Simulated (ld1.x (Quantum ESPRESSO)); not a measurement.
# Ho TM semilocal: all-electron and pseudo phase curves

Ho, norm-conserving Troullier–Martins (semilocal form), made with ld1.x (Quantum ESPRESSO) 7.5 (PBEsol, scalar-relativistic). Core [Kr] 4d10, reference 4f11 5s2 5p6 5d0 6s0.5 6p0 (charge +1.5). Waves: 5s (bound): rc 2.15 bohr; 5p (bound): rc 2.15 bohr; 4f (bound): rc 1.00 bohr; 5d (bound, empty): rc 3.60 bohr. Local part: the d channel. Core correction: none.

Occupied shells without a wave of their own: 6s. They enter only through the test configuration that unscreens the potential.

The phase is arctan(r·u′/u) with u = r·R(r), unwrapped; energies in Ry, scanned from -6 to 5 Ry. A pole is an energy at which the radial function vanishes at the test radius. The pseudo phase is shifted by a multiple of π to meet the all-electron one at the reference energy, and phase errors are pseudo minus all-electron; the curves can meet again beyond the range given. Levels narrower than the energy grid can be missing from the lists of poles. n/a: not evaluated, since a narrow level or a reset projector energy made the automatic matching unsafe.

| channel | radius (bohr) | reference energy (Ry) | poles, all-electron | poles, pseudo | unbroken range about the reference energy with phases within 0.05 rad | phase error 1 Ry above the reference energy (rad) |
| --- | --- | --- | --- | --- | --- | --- |
| s | 3.91 | -4.46 | -0.19, 3.71 | -0.60, 2.33 | n/a | n/a |
| p | 3.91 | -2.66 | -2.64, 0.60, 4.75 | -2.64, 0.50, 4.17 | below -0.7 | -0.001 |
| d | 3.91 | -0.74 | -0.54, 2.12 | -0.53, 2.32 | below 0.2 | +0.073 |
| f | 3.91 | -0.98 | -0.98, 1.30, 4.46 | -0.98, 1.31, 4.54 | below 2.5 | +0.002 |

The potential misses its own reference levels by up to 1.9 eV, so it is not fit for use.

Phases in the p channel:

| E (Ry) | all-electron | pseudo |
| --- | --- | --- |
| -6.00 | 1.457 | 1.457 |
| -5.48 | 1.451 | 1.451 |
| -4.96 | 1.443 | 1.443 |
| -4.44 | 1.434 | 1.434 |
| -3.92 | 1.422 | 1.422 |
| -3.40 | 1.406 | 1.406 |
| -2.88 | 1.374 | 1.374 |
| -2.36 | -1.767 | -1.767 |
| -1.84 | -1.822 | -1.823 |
| -1.32 | -1.926 | -1.928 |
| -0.80 | -2.317 | -2.347 |
| -0.28 | -4.175 | -4.239 |
| 0.24 | -4.616 | -4.640 |
| 0.76 | -4.743 | -4.768 |
| 1.28 | -4.837 | -4.881 |
| 1.80 | -4.985 | -5.149 |
| 2.32 | -5.675 | -7.015 |
| 2.84 | -7.437 | -7.645 |
| 3.36 | -7.696 | -7.769 |
| 3.88 | -7.781 | -7.829 |
| 4.40 | -7.829 | -7.872 |
| 4.92 | -7.865 | -7.915 |
